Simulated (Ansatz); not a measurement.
Total energies of C$_{2}$H$_{6}$InN, SMILES `C=C[NH][InH2]`.

```xyz
10

C     0.019   -1.499   -0.809
C    -0.710   -0.380   -0.841
N    -0.544    0.752   -0.073
In    0.820    1.181    1.381
H     0.859   -1.628   -0.136
H    -0.222   -2.319   -1.470
H    -1.539   -0.328   -1.546
H    -1.220    1.468   -0.285
H     1.982   -0.001    1.777
H     0.555    2.754    2.002
```

Total charge 0; spin multiplicity 1. Correlated methods include outer-core shells of In, which these sets cover unevenly. In: def2 effective core potential. All single points use the PBE0-D4/def2-TZVP geometry. It is one conformer, not always the lowest. Basis def2-TZVPP, the Gaussian-basis code of Ansatz.

RPA on PBE orbitals: Hartree–Fock energy of these orbitals -322.84251 Eh, correlation -1.31516 Eh (frozen core).

| functional | energy without D4 (Eh) | D4 term (kJ/mol) |
| --- | --- | --- |
| LDA (SPW92) | -323.20161 | – |
| PBE | -324.54451 | -19.0 |
| revPBE | -324.73151 | -57.3 |
| BLYP | -324.61842 | -41.6 |
| r2SCAN | -324.71076 | -4.6 |
| B97M-V | -324.71995 | – |
| PBE0 | -324.55597 | -16.0 |
| B3LYP | -324.79689 | -30.7 |
| r2SCANh | -324.68970 | -4.9 |
| r2SCAN0 | -324.65942 | -5.4 |
| HSE06 (plane-wave form) | -324.54675 | -15.0 |
| BHLYP | -324.55525 | -24.3 |
| CAM-B3LYP | -324.62924 | -16.3 |
| LC-ωPBE | -324.66265 | – |
| ωB97X-V | -324.65829 | – |
| ωB97M-V | -324.60079 | – |
| B2PLYP | -324.38729 | – |
| PBE-QIDH | -324.32978 | – |

B3LYP takes the VWN-RPA correlation (the form of Gaussian; ORCA's B3LYP/G). HSE06 is the plane-wave form, built on full-range PBE exchange. The double hybrids freeze the cores in their second-order part.

LC-ωPBE has ω = 0.4 bohr⁻¹.
